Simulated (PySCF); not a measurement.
## TaN⁻: frontier orbitals

MN15 at R = 1.700 Å; basis Ta def2-TZVPPD with ECP60, N def2-TZVPPD; scalar-relativistic core potentials; PySCF 2.14. State: ²Δ (doublet), unpaired electrons δ ↑. Only the outer orbitals are listed, counted within each symmetry, core potentials removing the inner ones.

```
spin  orbital  occ.  ε (eV)  on Ta (%)          main shells (%)
   α       4σ     1  -13.27         21          79 N s, 10 Ta d
   α       2π     1   -2.70         44          56 N p, 39 Ta d
   α       2π     1   -2.70         44          56 N p, 39 Ta d
   α       5σ     1   -2.47         31  53 N p, 28 Ta d, 16 N s
   α       6σ     1   -1.21        106          93 Ta s, 9 Ta d
   α       1δ     1   -0.05        100                 100 Ta d
   α       3π     0    3.31         95         81 Ta p, 14 Ta d
   α       3π     0    3.31         95         81 Ta p, 14 Ta d
   α       1δ     0    3.87        100                 100 Ta d
   β       4σ     1  -13.38         21          79 N s, 10 Ta d
   β       2π     1   -2.69         40          60 N p, 34 Ta d
   β       2π     1   -2.69         40          60 N p, 34 Ta d
   β       5σ     1   -2.53         30  54 N p, 26 Ta d, 16 N s
   β       6σ     1   -0.81        109                  99 Ta s
   β       3π     0    3.49         95         81 Ta p, 14 Ta d
   β       3π     0    3.49         95         81 Ta p, 14 Ta d
```

Task: Which are the highest filled and the lowest empty level, where do they sit, and how wide is the gap?

Result: Highest filled α 1δ at -0.05 eV (in %: 100 Ta d); lowest empty α 3π at 3.31 eV (in %: 81 Ta p, 14 Ta d); the gap at MN15 is 3.36 eV. An empty level above zero is unbound, and its energy depends on the basis.

```
bond order (Mayer)                                                                                                : 2.76
⟨S²⟩                                                                                                              : 0.758
charge on Ta (Mulliken, basis-dependent)                                                                          : -0.72
charge on Ta (Löwdin, basis-dependent)                                                                            : -0.42
dipole moment (positive dipole points towards N; it is taken about the centre of mass and depends on that origin) : -3.37 D
```

Shares are Mulliken populations and can fall outside 0 to 100 %.

Spin–orbit coupling is left out. The state is the lowest single determinant that the PBE0 search found; with open d or f shells the true ground state can be another one.
